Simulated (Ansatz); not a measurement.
One change: `CC1=C(F)[SiH2]1` becomes `FC1=C[SiH2]1`.

Ansatz, PBE0-D4/def2-TZVP geometries, multiplicity 1. 

```
                                      property  `CC1=C(F)[SiH2]1`
         HOMO energy (ωB97M-V/def2-TZVPP) / eV              -9.78
size of the dipole moment (PBE/def2-TZVPP) / D               1.55
           HOMO energy (B3LYP/def2-TZVPP) / eV              -7.39
             LUMO energy (PBE/def2-TZVPP) / eV              -1.06
       HOMO–LUMO gap (ωB97M-V/def2-TZVPP) / eV              11.28
           LUMO energy (B3LYP/def2-TZVPP) / eV              -0.45
```

What does the change do to each property? (An estimate is asked.)

Computed: 
| property | `FC1=C[SiH2]1` | shift |
| --- | --- | --- |
| HOMO energy (ωB97M-V/def2-TZVPP) / eV | -10.25 | -0.47 |
| size of the dipole moment (PBE/def2-TZVPP) / D | 1.12 | -0.43 |
| HOMO energy (B3LYP/def2-TZVPP) / eV | -7.83 | -0.44 |
| LUMO energy (PBE/def2-TZVPP) / eV | -1.20 | -0.14 |
| HOMO–LUMO gap (ωB97M-V/def2-TZVPP) / eV | 11.64 | 0.36 |
| LUMO energy (B3LYP/def2-TZVPP) / eV | -0.59 | -0.14 |

With PBE0 the HOMO falls by 0.45 eV and the LUMO falls by 0.14 eV, so the gap widens by about 0.31 eV. PBE moves the HOMO by -0.42 eV and ωB97M-V by -0.47 eV. Dipoles are sizes alone; their direction can turn.

B3LYP here is the variant with VWN-RPA as its local correlation; programs differ in this.
